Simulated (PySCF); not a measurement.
A PySCF script (with the pyscf-properties extension) for the NMR shieldings of `C#C[C@H]1CCB(C#C)C1`, C8H9B, on a GFN2-xTB geometry:

```python
import basis_set_exchange as bse
import numpy as np
from pyscf import gto, dft
from pyscf.prop import nmr

atoms = """
C     3.927534   -0.582858    0.025094
C     2.751758   -0.315755    0.005053
B     1.291448    0.018941   -0.016758
C     0.621879    1.345755    0.523841
C    -0.883036    1.038963    0.526123
C    -1.095020    0.051554   -0.635389
C    -2.350596   -0.660271   -0.534936
C    -3.376008   -1.268092   -0.423914
C     0.131087   -0.887386   -0.587344
H     4.953126   -0.816011    0.041794
H     0.967831    1.698689    1.495742
H     0.828592    2.157172   -0.181497
H    -1.501614    1.930711    0.417437
H    -1.157527    0.549002    1.463225
H    -1.080490    0.605188   -1.582344
H    -4.280084   -1.793148   -0.338715
H    -0.068389   -1.694656    0.125402
H     0.310749   -1.371478   -1.547802
"""
names = dict.fromkeys(["C", "B", "H"], "pcSseg-1")
basis = {el: gto.basis.parse(bse.get_basis(n, elements=[el], fmt="nwchem")) for el, n in names.items()}
mol = gto.M(atom=atoms, basis=basis, charge=0, verbose=0)
mf = dft.RKS(mol, xc="PBE0")
mf.grids.level = 2
mf.grids.alignment = dft.numint.BLKSIZE   # the property module wants whole blocks of grid points
mf.conv_tol = 1e-9
mf.kernel()

calc = nmr.RKS(mf)   # GIAO
C = mf.mo_coeff
Co = C[:, mf.mo_occ > 0]
resp = mf.gen_response(singlet=True, hermi=2)
def vind(x):   # induced exchange potential for any number of trial vectors
    d = np.einsum("pi,xij,qj->xpq", C, 2 * x.reshape(-1, C.shape[1], Co.shape[1]), Co, optimize=True)
    return np.einsum("xpq,pi,qj->xij", resp(d - d.transpose(0, 2, 1)), C, Co, optimize=True).ravel()
mo1, _ = nmr.rhf.solve_mo1(calc, with_cphf=vind)
sigma = calc.kernel(mo1)
for i, s in enumerate(sigma):   # ppm
    print("%2d %-2s %9.2f" % (i, mol.atom_pure_symbol(i), np.trace(s) / 3))
```

Task: What are the results?

Result: 
```
 0 C      53.25
 1 C      92.69
 2 B      20.67
 3 C     151.91
 4 C     147.05
 5 C     152.73
 6 C      92.71
 7 C     112.28
 8 C     141.96
 9 H      27.11
10 H      29.92
11 H      30.55
12 H      29.27
13 H      30.01
14 H      29.08
15 H      30.15
16 H      30.36
17 H      29.50
```

These numbers come from an equivalent density-fitted implementation of the same equations, which agrees with the script to about 0.01 ppm for H and up to a few tenths of a ppm for heavy atoms, so last digits may differ.

Size and cost of the density-fitted run: 198 basis functions, 28 s wall time on 1 thread of an AMD EPYC 9R45 96-Core, shared host; peak memory 0.86 GiB.
